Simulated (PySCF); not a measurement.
A calculated (r2SCAN, PySCF 2.14, 6-31G*, the non-relativistic Hamiltonian (point nucleus)) atom or ion has these occupied shells.

| shell | electrons | orbital energy (eV) | rms radius, mean of both spins (bohr) |
| --- | --- | --- | --- |
| 1s | 2 | -9431.9 | 0.0592 |
| 2s | 2 | -1141.7 | 0.249 |
| 2p | 6 | -1004.4 | 0.221 |
| 3s | 2 | -127.11 | 0.743 |
| 3p | 6 | -82.896 | 0.783 |
| 3d | 10 | -8.207 | 0.967 |
| 4s | 2 | -5.487 | 3.07 |

Problem. Name the element and its charge.

Solution. Zn (zinc, neutral), in [Ar] 3d10 4s2, closed-shell 1S.
